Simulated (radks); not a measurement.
Valence configurations of F (all share [He]). All-electron calculation, scalar-relativistic Kohn-Sham, PBE, spin-unpolarised, spherical densities, finite nucleus; Fermi nuclear charge, rms radius 2.8976 fm. Program: a radial shooting solver on a logarithmic mesh with Libxc functionals. Energies are relative to 2s2 2p5; eigenvalues in eV.

| valence | E (eV) | e(2p) | e(2s) |
|---|---|---|---|
| 2s2 2p5 | 0.000 | -11.112 | -29.900 |
| 2s1.5 2p5.5 | 9.400 | -11.329 | -30.142 |
| 2s1 2p6 | 18.813 | -11.540 | -30.379 |

NIST lists [He] 2s2 2p5 as the ground configuration; this level of theory agrees among the configurations tried. The energies are those of spherical spin-averaged densities, not of single terms.
